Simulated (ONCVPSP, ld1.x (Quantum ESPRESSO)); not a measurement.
## Potentials for nitrogen (N) compared

Generated with ld1.x 7.5 (TM, RRKJ, ultrasoft, PAW), atompaw 4.2 or ONCVPSP 4.0.1. The cutoff is in Ry: for ld1.x and atompaw files where the sum of valence levels is converged to 10 mRy in a Bessel basis, for ONCV files where the hardest occupied wave has 1 mHa per electron of residual kinetic energy. The error is the largest all-electron minus pseudo excitation energy over each file’s own four to seven test configurations (ionisations up to +4, promotions, holes and added fractions of an electron), all of which were solved. The labels leave out finer settings (local radius, basis sizes, second energies), which also bear on the numbers. Spin-polarised tests are not counted. The rows are a selection from randomly drawn settings: files with unsolved tests, undetermined cutoffs or missed reference levels are left out.

A true bound ghost makes a file unfit for plane-wave use even where its test errors are small: the radial tests pick states by their node count and pass the ghost by.

```tsv
potential	cutoff (Ry)	largest error (meV)	bound ghosts
PAW, PBEsol, non-relativistic, rc 1.00/1.85/1.75 (spd), local smoothed, core correction yes, reference 2s1.75 2p3.25	21	-31	none
PAW, LDA (PZ), non-relativistic, rc 1.20/1.90 (sp), local smoothed, core correction yes, reference 2s2 2p3	18	-25	none
ONCV, LDA (Perdew-Wang 92), scalar-relativistic, rc 0.95/1.85 (sp), local smoothed, core correction yes, reference 2s2 2p1, qcut 8/8.7, projectors 2/1	61	+367	none
ONCV, Wu-Cohen, scalar-relativistic, rc 0.85/1.75/1.80 (spd), local smoothed, core correction no, reference 2s2 2p1, qcut 8.1/7.2/5.2, projectors 2/2/2	62	+593	none
ONCV, PBE, scalar-relativistic, rc 0.85/1.60 (sp), local s, core correction yes, reference 2s1.5 2p3.5, qcut 6.6/8.9, projectors 0/2	92	+238	none
PAW, BLYP, scalar-relativistic, rc 0.75/2.20 (sp), local smoothed, core correction yes, reference 2s2 2p3	50	-118	s
TM, LDA (PZ), scalar-relativistic, rc 0.90/2.25/2.00 (spd), local p, core correction no, reference 2s2 2p1.5	55	+1035	none
ONCV, PBE, scalar-relativistic, rc 0.75/1.35/1.20 (spd), local smoothed, core correction no, reference 2s2 2p2, qcut 7.9/9.5/7.2, projectors 2/2/2	64	+346	none
```

Fill in the row for N: PAW, PBE, scalar-relativistic, rc 0.80/1.65/1.25 (spd), local smoothed, core correction yes, reference 2s1 2p4.

cutoff 45 Ry, largest error -20 meV, bound ghosts: none.
